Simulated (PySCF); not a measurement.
Compound: C2H4N2SSeSi.
Atom-mapped SMILES: `[SiH3:1][S:2][c:3]1[cH:4][n:5][se:6][n:7]1` (hydrogens: H8, H9, H10 on Si1; H11 on C4)

Structure used (PBE0-D3(BJ)/def2-SVP), in Å, numbered top down from 1:
```xyz
11
C2H4N2SSeSi angstrom
Si    -2.1421   -0.6439    0.2197
S     -0.7946    0.6583    1.3134
C      0.6355    0.3417    0.3416
C      1.9079    0.9876    0.6082
N      2.8885    0.6710   -0.1813
Se     2.2664   -0.5184   -1.3796
N      0.6118   -0.4886   -0.6636
H     -1.7121   -2.0647    0.3103
H     -2.2941   -0.1982   -1.1911
H     -3.4228   -0.4477    0.9603
H      2.0612    1.7053    1.4209
```

Method: core-valence-separated Tamm–Dancoff BHandHLYP/aug-pcX-1 (pcseg-1 on H, def2-SVPD on Si, def2-SVPD on S, def2-SVPD on Se) in PySCF, non-relativistic, gas phase, PBE0-D3(BJ)/def2-SVP geometry.

Computed carbon K-edge spectrum, Gaussian lines of 0.8 eV full width, highest printed point 100; it ends one width below the last computed root. BHandHLYP without relativity tends to put these K edges a few eV too low, so spacings mean more than positions.

```csv
photon energy (eV),absorption
282.2,1
282.3,1
282.4,3
282.5,6
282.6,12
282.7,19
282.8,30
282.9,42
283.0,55
283.1,66
283.2,73
283.3,76
283.4,76
283.5,75
283.6,75
283.7,77
283.8,81
283.9,84
284.0,86
284.1,83
284.2,74
284.3,62
284.4,47
284.5,33
284.6,21
284.7,13
284.8,7
284.9,3
285.0,2
285.1,1
285.2,0
285.3,0
285.4,0
285.5,0
285.6,0
285.7,0
285.8,0
285.9,1
286.0,3
286.1,5
286.2,10
286.3,17
286.4,27
286.5,40
286.6,55
286.7,70
286.8,84
286.9,94
287.0,99
287.1,100
287.2,97
287.3,90
287.4,82
287.5,72
287.6,62
287.7,53
287.8,43
287.9,35
288.0,27
288.1,21
```

**Question.** Where are the maxima, and which lines make them up?

**Answer.** 3 maxima:
- 283.3 eV: C4 (aromatic CH next to a ring nitrogen), 283.25 eV, f = 0.053, 1s→π*, 87 % of the height at the exact maximum; C3 (substituted aromatic carbon), 284.05 eV, f = 0.061, 1s→π*, 13 % of the height at the exact maximum
- 284.0 eV: C3 (substituted aromatic carbon), 284.05 eV, f = 0.061, 1s→π*, 92 % of the height at the exact maximum
- 287.1 eV: C3 + C4 (substituted aromatic carbon and aromatic CH next to a ring nitrogen), 286.94 eV, f = 0.041, sum of 2, 52 % of the height at the exact maximum; C3 (substituted aromatic carbon), 287.31 eV, f = 0.017, 17 % of the height at the exact maximum; C4 (aromatic CH next to a ring nitrogen), 286.79 eV, f = 0.016, 15 % of the height at the exact maximum; C4 (aromatic CH next to a ring nitrogen), 287.43 eV, f = 0.020, 15 % of the height at the exact maximum

Further lines of some strength in the range: C3, 287.85 eV, f = 0.014.

Roots within 0.03 eV on the same or equivalent atoms count as one line; shares under 12 % aren't listed.

Vibrational structure and lifetime widths aren't in the curve. The ionisation threshold wasn't computed; near and above it a finite basis only mimics Rydberg series and continuum. Relativistic effects, spin–orbit coupling among them, are left out although an element past zinc is present.

One conformer stands for the species.
